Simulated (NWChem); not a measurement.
# GaHBrF; SMILES [F][GaH][Br]

Results from NWChem. All runs use the structure optimised with PBE0/def2-SVP.

For level revPBE/def2-SVP:

```
Item                         Result
---------------------------  ------
highest occupied level (eV)   -7.27
orbital gap (eV)               5.11
dipole (D)                     1.74
```

Task: Estimate the same quantities for level PW6B95/def2-SVP.

Result: 
| Property | Result |
|---|---|
| highest occupied level (eV) | -8.70 |
| orbital gap (eV) | 7.19 |
| dipole (D) | 1.96 |
